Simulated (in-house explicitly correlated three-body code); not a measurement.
Values are calculated unless marked as measured or tabulated.
**Two electrons around a charge Z: functional-driven and density-driven errors**

The exact non-relativistic ground state comes from a variational code in 260 exponentially correlated functions, the Kohn-Sham parts from inverting its density (past Z = 6 the correlation energy is taken as exact minus Hartree-Fock, equal to within microhartrees), and self-consistent runs (Hartree-Fock is restricted) from a B-spline radial code. Z may be fractional; the second electron is bound down to Z = 0.911.

The total error of a self-consistent run is the error on the exact density (functional-driven) plus the energy gained by relaxing to the functional's own density (density-driven, never positive). «Unbound» marks a run whose level isn't bound or that didn't converge.

| Z | LDA PW92 functional (mEh) | LDA PW92 density (mEh) | BLYP functional (mEh) | BLYP density (mEh) | M06-L functional (mEh) | M06-L density (mEh) |
| --- | --- | --- | --- | --- | --- | --- |
| 1.72 | +53.28 | -1.50 | -2.66 | -1.23 | -6.90 | -2.26 |
| 1.94 | +67.08 | -1.65 | -2.18 | -1.31 | -9.35 | -2.28 |
| 2.28 | +89.47 | -1.82 | -1.10 | -1.40 | -13.04 | -2.30 |
| 2.82 | +126.9 | -2.02 | +1.13 | -1.47 | -18.68 | -2.28 |
| 3.36 | +166.0 | -2.15 | +3.72 | -1.49 | -24.12 | -2.28 |
| 3.76 | ? | ? | ? | ? | ? | ? |
| 4.5 | ? | ? | ? | ? | ? | ? |
| 5.2 | +306.8 | -2.41 | +13.62 | -1.50 | -41.61 | -2.32 |
| 6.4 | +402.3 | -2.51 | +20.36 | -1.47 | -52.39 | -2.33 |
| 7.2 | +467.0 | -2.55 | +24.89 | -1.46 | -59.40 | -2.34 |

(1) What belongs in the row Z = 4.5?

(2) What belongs in the row Z = 3.76?

(3) Which part of the error is larger?

Answers

(1) LDA PW92 functional (mEh): +252.2; LDA PW92 density (mEh): -2.34; BLYP functional (mEh): +9.75; BLYP density (mEh): -1.50; M06-L functional (mEh): -35.12; M06-L density (mEh): -2.30.

(2) LDA PW92 functional (mEh): +195.8; LDA PW92 density (mEh): -2.23; BLYP functional (mEh): +5.77; BLYP density (mEh): -1.50; M06-L functional (mEh): -28.05; M06-L density (mEh): -2.29.

(3) LDA PW92: functional-driven +467.0, density-driven -2.55 mEh at Z = 7.2; BLYP: functional-driven +24.89, density-driven -1.46 mEh at Z = 7.2; M06-L: functional-driven -59.40, density-driven -2.34 mEh at Z = 7.2. The density-driven part is second order in the error of the density, so it stays small unless the second electron is loosely bound.
